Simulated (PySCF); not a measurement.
# Unknown: peak-picked proton spectrum

Formula C$_{5}$H$_{3}$FO$_{2}$. The spectrum was simulated from the full spin Hamiltonian at 300 MHz with 0.6 Hz Lorentzian lines, from shifts rounded to 0.01 ppm and J to 0.1 Hz, couplings under 1 Hz left out.

Maxima in ppm (height), grouped by integral:
2H: 7.214 (100), 7.207 (100)
1H: 4.902 (49), 4.718 (49)

$^{13}$C{$^{1}$H} NMR (computed): δ 199.6 (C, d, J = 13.0 Hz), 154.4 (CH), 87.6 (CH, d, J = 273.8 Hz).

Averaged over atoms made equivalent by symmetry, fast rotation or ring inversion, one conformer, isolated molecule, no relativistic terms. J: B3LYP/pcJ-1 (spin–dipole term only in couplings to heteroatoms); shielding tensors at PBE0/pcSseg-1 (GIAO); geometry from PBE0-D3(BJ)/def2-SVP; PySCF 2.14.0 with density-fitted response routines.

Chemical shifts δ = σref − σ; TMS for $^{1}$H (σref 31.27) and $^{13}$C (σref 184.41), all at this level.

Q: Analyse the multiplets.

A: $^{1}$H NMR (300 MHz, computed): δ 7.21 (d, J = 2.1 Hz, 2H), 4.81 (d, J = 55.5 Hz, 1H). These are first-order names from the parameters used; overlap and second-order distortion can hide them in the list.

Q: What is the compound?

A: `O=C1C=CC(=O)C1F`.

Numbering as in the mapped SMILES `[O:1]=[C:2]1[CH:3]=[CH:4][C:5](=[O:6])[CH:7]1[F:8]`. Each H is labelled by its parent atom.

δ 7.21: H(C3)/H(C4), hydrogen on a β carbon of a C=C–C=O unit, coupled to F8 (2.1 Hz). δ 4.81: H(C7), hydrogen on an sp3 CH bonded to F, α to a carbonyl, coupled to F8 (55.5 Hz).

The data come from this structure; uniqueness wasn't tested.

Common functionals overestimate the size of one-bond C–F couplings by tens of Hz; these are unscaled. Multiplet labels drop couplings under 1 Hz and merge nearly equal ones. Shifts are as computed. Against solution values, carbons near 30 ppm lie about +2 ppm off and those near 130 ppm about +5 ppm. Of 1211 compounds with measured shifts, 218 miss one by over three times the rms of a fit or turn the order of signals round; such compounds aren't used in these exercises.
